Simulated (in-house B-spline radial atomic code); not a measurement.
Orbital energies and mean radii along the 21-electron series, configuration [Ar] 3d3. The effective charge is n√(-2ε), a non-relativistic measure. Computed with a radial B-spline atomic code at the basis-set limit: non-relativistic Hartree-Fock, average of the configuration, point nuclei.

This level leaves out relativity, spin-orbit splitting included, which matters for heavy ions.

| ion | Z | energy of 3p (Eh) | mean radius of 3p (bohr) | energy of 2s (Eh) | mean radius of 2s (bohr) | effective charge of 3p |
| --- | --- | --- | --- | --- | --- | --- |
| Br14+ | 35 | -21.329 | 0.51009 | -81.587 | 0.19222 | 19.594 |
| Kr15+ | 36 | -23.63 | 0.48979 | -88.007 | 0.18631 | 20.624 |
| Rb16+ | 37 | -26.044 | 0.47106 | -94.679 | 0.18076 | 21.652 |
| Sr17+ | 38 | -28.57 | 0.45373 | -101.6 | 0.17552 | 22.677 |
| Zr19+ | 40 | -33.958 | 0.42266 | -116.21 | 0.16591 | 24.723 |
| Nb20+ | 41 | -36.819 | 0.40869 | -123.89 | 0.16148 | 25.744 |
| Mo21+ | 42 | -39.793 | 0.39562 | -131.82 | 0.15728 | 26.763 |
| Tc22+ | 43 | -42.878 | 0.38336 | -140 | 0.15329 | 27.781 |
| Ru23+ | 44 | -46.075 | 0.37185 | -148.43 | 0.1495 | 28.798 |
| Rh24+ | 45 | -49.383 | 0.36101 | -157.11 | 0.14589 | 29.814 |
| Pd25+ | 46 | -52.803 | 0.3508 | -166.05 | 0.14245 | 30.829 |
| Ag26+ | 47 | -56.334 | 0.34115 | -175.23 | 0.13916 | 31.844 |

**Question.** How does the screening of 3p change?

**Answer.** Z less the effective charge goes from 15.41 at Z = 35 to 15.16 at Z = 47.
